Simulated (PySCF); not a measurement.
Vertical excitations of a molecule C₆H₅F from PySCF with TDDFT-PBE/def2-SVPD, as energy in eV (oscillator strength): 4.49 (0.000), 4.71 (0.243), 4.77 (0.028), 5.72 (0.000), 5.85 (0.002), 5.88 (0.185), 6.25 (0.000), 6.50 (0.002), 6.62 (0.016), 6.68 (0.000). Lowest triplet (TDA): 2.78 eV. Geometry optimised at PBE0-D3(BJ)/def2-SVP. Other conformers were not sampled.

**Question.** Which structure fits?
A) C#CC=C=C(C)F
B) C=CC#CC(=C)F
C) C=CC#C/C=C\F
D) C#CC(=C)/C=C\F

**Answer.** D, C#CC(=C)/C=C\F
